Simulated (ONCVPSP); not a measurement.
**vanadium: ONCV pseudisation with PBE, scalar-relativistic reference atom.**

```
Element                 : V
Generator               : ONCVPSP 4.0.1
Type                    : optimised norm-conserving Vanderbilt (ONCV)
Functional              : PBE
Relativity              : scalar-relativistic
Frozen core             : [Ne]
Valence charge          : 13
Reference configuration : 3s2 3p6 3d3 4s1.75 (charge +0.25)
Partial waves           : 3s+4s: rc 1.55 bohr, ncon 3, nbas 8, qcut 8.8 1/bohr, 2 projectors; 3p: rc 1.05 bohr, ncon 4, nbas 7, qcut 7.1 1/bohr, 2 projectors, debl 1.3 Ha; 3d: rc 2.15 bohr, ncon 4, nbas 9, qcut 6 1/bohr, 2 projectors, debl 2.6 Ha
Local potential         : polynomial inside 0.80 bohr (lpopt 5, dvloc0 0 Ha)
Core correction         : Teter function, fcfact 5.75, rcfact 1.7
```

In the p channel the program set the typed energies aside and used -1.683, 0.250 Ha.

Q: Estimate the cutoffs (Ha) at which the residual kinetic energy of the hardest occupied pseudo-wave falls to 1 and 0.1 mHa per electron.

A: 23 Ha and 114 Ha.

Q: Does the potential have ghost states?

A: No bound ghost flagged; GHOST(+) flagged for s at 243.4 eV.

Q: Tests: 3s2 3p6 3d3 4s2; 3s2 3p6 3d3 4s1; 3s2 3p6 3d3 4s0; 3s2 3p6 3d3.5 4s1.5. Which has the largest error in its energy relative to the reference configuration, and how large is it?

A: 3s2 3p6 3d3.5 4s1.5, with +24 meV (all-electron minus pseudo) on -1.30 eV.
